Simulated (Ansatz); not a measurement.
System: B₂H₄, charge -1, multiplicity 2. It need not be the lowest isomer of its formula. SMILES: B[BH2-]
Coordinates optimised at B3LYP-D3(BJ)/def2-TZVP (Ansatz, an electronic-structure program):
```xyz
6

B      0.0001     0.0136     0.8205
B     -0.0001    -0.0136    -0.8205
H      1.0156     0.0327     1.4961
H     -1.0154     0.0168     1.4965
H      1.0154    -0.0168    -1.4965
H     -1.0156    -0.0327    -1.4961
```
Charge -1, spin multiplicity 2.

Q: Give the harmonic wavenumbers at B3LYP-D3(BJ)/def2-TZVP (Ansatz, finite differences of forces, unscaled).

A: 396, 540, 729, 857, 911, 925, 1172, 1235, 2374, 2388, 2412, 2412 cm⁻¹. Zero-point energy 23.4 kcal/mol.

Q: From these and the geometry, give the ideal-gas thermochemistry at 298.15 K and 1 atm (rigid rotor, harmonic oscillator).

A: Point group D2h, rotational symmetry number 4. Rotational constants 121.5, 21.43, 18.22 GHz. S(trans) 35.66, S(rot) 16.70, S(vib) 2.33, S(elec, spin only) 1.38, S 56.1 cal/(mol K). H(298) - H(0) 2.88 kcal/mol; G - E(el) 9.5 kcal/mol.
